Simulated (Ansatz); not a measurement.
Ansatz results at the PBE0-D4/def2-TZVP geometry: HOMO energy (ωB97M-V/def2-TZVPP) -10.16 eV; LUMO energy (PBE0/def2-TZVPP) -1.10 eV; HOMO energy (PBE/def2-TZVPP) -6.66 eV.

Each molecule was computed in one conformer, which needn't be the lowest.

(1) Which molecule gave them?
A. `FB1CBO1`
B. `[OH][GeH2][I]`
C. `FC#C[SeH]`
D. `C=C(F)B(O)F`

Answers

(1) D. The others give `[OH][GeH2][I]`: -9.81, -0.92, -6.52; `FC#C[SeH]`: -8.85, -0.36, -5.57; `FB1CBO1`: -11.00, -0.77, -7.30.
